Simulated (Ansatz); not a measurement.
Sn₅H₂. Charge 0, multiplicity 1. Geometry PBE-D4/def2-SVP, basis def2-TZVP, Ansatz.

```xyz
7

Sn   -0.8138    1.0461    1.2125
Sn   -0.2614   -1.5470    2.1615
Sn   -1.6597   -2.2671   -0.3069
Sn    0.9876   -0.6678   -0.5441
Sn    0.5671    2.2578   -1.1223
H    -0.6269   -1.2279   -1.5988
H     1.8071    2.4058    0.1981
```

```json
{"run": "A", "HOMO (eV)": "-5.08", "LUMO (eV)": "-3.92"}
{"run": "B", "HOMO (eV)": "-4.88", "LUMO (eV)": "-3.89"}
{"run": "C", "HOMO (eV)": "-5.72", "LUMO (eV)": "-3.40"}
{"run": "D", "HOMO (eV)": "-5.23", "LUMO (eV)": "-3.71"}
{"run": "E", "HOMO (eV)": "-5.08", "LUMO (eV)": "-4.13"}
{"run": "F", "HOMO (eV)": "-5.58", "LUMO (eV)": "-3.37"}
```

In the def2 sets Sn takes a core potential; there is no spin–orbit coupling. HSE06 is defined as in plane-wave codes, on full-range PBE exchange. Another isomer (singlet) lies 0.61 eV lower at PBE0-D4/def2-TZVP; other spin states weren't run for this one.

**Question.** The runs used HSE06, LDA (SPW92), PBE, PBE0, r2SCAN, r2SCAN0. Estimate which is which.

**Answer.** A r2SCAN (0 % exact exchange); B PBE (0 % exact exchange); C r2SCAN0 (25 % exact exchange); D HSE06 (range-separated); E LDA (SPW92) (0 % exact exchange); F PBE0 (25 % exact exchange). Exact exchange lowers occupied and raises empty levels; among semilocal functionals meta-GGAs tend to open the gap a little, and such runs are hard to tell apart. The gap grows from 0.95 eV (LDA (SPW92)) to 2.31 eV (r2SCAN0). The restricted singlet is unstable towards broken spin symmetry in Hartree–Fock (as tested in another run); at r2SCAN-D4/def2-TZVP, PBE-D4/def2-TZVP, r2SCAN0-D4/def2-TZVP, HSE06-D4/def2-TZVP and others this wasn't settled.
